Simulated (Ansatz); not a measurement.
Reaction (redistribution): `[CH3][Hf]([CH3])([Cl])[Cl]` + `O=C=[N][In]([Cl])[Cl]` → `[CH3][Hf]([Cl])([Cl])[Cl]` + `[CH3][In]([Cl])[N]=C=O`

Computed with Ansatz on PBE0-D4/def2-TZVP structures; ΔE is electronic, products minus reactants. CCSD(T)/CBS adds triple-zeta CCSD(T) − MP2 to the extrapolated MP2 energy (def2 sets, frozen cores). Functionals use def2-TZVPP. B3LYP here is the variant with VWN-RPA as its local correlation; programs differ in this. HSE06 is defined as in plane-wave codes. Elements past krypton have def2 core potentials. For Hf, In outer-core shells are correlated without core-valence functions, which leaves a few kJ/mol of doubt a bond. Each species was taken in one conformer, which may not be the lowest.

```tsv
level	ΔE (kJ/mol)	difference from CCSD(T)/CBS
LDA (SPW92)	-112.1	-7.2
PBE-D4	-105.7	-0.8
revPBE-D4	-103.7	1.2
BLYP-D4	-106.1	-1.2
r2SCAN-D4	-105.3	-0.4
B97M-V	-100.6	4.3
PBE0-D4	-103.9	1.0
B3LYP-D4	-105.1	-0.2
r2SCANh-D4	-104.8	0.1
HSE06-D4	-103.7	1.2
BHLYP-D4	-102.3	2.6
CAM-B3LYP-D4	-104.9	0.0
ωB97X-V	-102.5	2.4
ωB97M-V	-103.4	1.5
B2PLYP	-107.9	-3.0
PBE-QIDH	-106.7	-1.8
PBE	-105.9	-1.0
revPBE	-103.8	1.1
BLYP	-106.1	-1.2
r2SCAN	-105.5	-0.6
PBE0	-104.1	0.8
B3LYP	-105.2	-0.3
r2SCANh	-105.1	-0.2
r2SCAN0	-104.3	0.6
HSE06	-103.9	1.0
BHLYP	-102.4	2.5
LC-ωPBE	-102.3	2.6
RPA@PBE/def2-TZVPP	-106.0	-1.1
HF/def2-SVP	-99.3	5.6
MP2/def2-SVP	-105.8	-0.9
HF/def2-TZVPP	-93.5	11.4
SCS-MP2/def2-TZVPP	-109.4	-4.5
CCSD/def2-TZVPP	-104.7	0.2
CCSD(T)/def2-TZVPP	-107.2	-2.3
HF/def2-QZVPP	-92.8	12.1
MP2/def2-QZVPP	-112.2	-7.3
SCS-MP2/def2-QZVPP	-107.7	-2.8
HF/CBS(def2)	-92.7	12.2
MP2/CBS(def2)	-111.4	-6.5
CCSD/CBS(def2)	-102.4	2.5
CCSD(T)/CBS	-104.9	0
```

Largest T1 diagnostic among the species: 0.015.

Leaving LDA and LC-ωPBE aside and taking each functional with its dispersion term where it has one, the values spread over 7.3 kJ/mol, from B2PLYP to B97M-V. LDA lies −6.2 kJ/mol from PBE without D4. In def2-TZVPP, CCSD(T) changes the Hartree–Fock value by −13.7 kJ/mol (the triples alone add −2.5 kJ/mol) and MP2 by −20.2 kJ/mol. From BLYP to BHLYP (50 % exact exchange), in def2-TZVPP and without D4, ΔE moves by +3.8 kJ/mol.

CCSD(T)/CBS has its own doubt, a few kJ/mol and more with outer-core shells, so smaller differences from it don't rank the levels.
